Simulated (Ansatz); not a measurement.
The same path of CH$_{7}$NSSi (11 atoms, charge 0, multiplicity 1) was run twice with different band settings. Lost on the way: S3–H4. Made: N2–H4.

These are results of RKS PBE-D4/def2-SVP (Ansatz), not measurements.

Relaxed end points:

```xyz
11
Properties=species:S:1:pos:R:3
Si -0.191 0.316 -0.250
N 1.320 0.968 0.326
S -0.108 -0.914 -2.056
H 0.361 0.085 -2.853
H -1.051 1.521 -0.514
C -0.917 -0.841 1.041
H 2.086 0.315 0.520
H 1.691 1.797 -0.148
H -1.052 -0.303 2.000
H -0.241 -1.702 1.220
H -1.898 -1.240 0.715
```

```xyz
11
Properties=species:S:1:pos:R:3
Si -0.617 -0.068 -0.674
N 1.221 0.769 -0.423
S -0.353 -1.247 -2.269
H 1.489 1.093 -1.366
H -1.342 1.263 -0.749
C -0.851 -0.728 1.085
H 1.884 0.013 -0.184
H 1.339 1.545 0.250
H -0.705 0.050 1.864
H -0.175 -1.585 1.283
H -1.890 -1.105 1.183
```

Common settings: movable images 7; climbing image yes; optimiser quadratic models (default); start path through a guess of the saddle point; force threshold 0.05 eV/Å; iteration limit 60; end points relaxed.

| run | spring |
| --- | --- |
| 1 | 5.0 eV/Å² |
| 2 | 50.0 eV/Å² |

Q: What does each run give, and how far can it be trusted?

A: Run 1: converged after 9 iterations, highest image 0.863 eV above the first end. A vibrational analysis at the climbing image gives one clearly imaginary mode, 1146i cm⁻¹: a first-order saddle point.
Run 2: converged after 9 iterations, highest image 0.863 eV above the first end. Another band between the same ends (7 images) ends at a top of the same energy, where a vibrational analysis finds 1 clearly imaginary mode.
The orbitals stay closed-shell, which can raise the energy where a bond breaks towards radicals; this wasn't checked here.
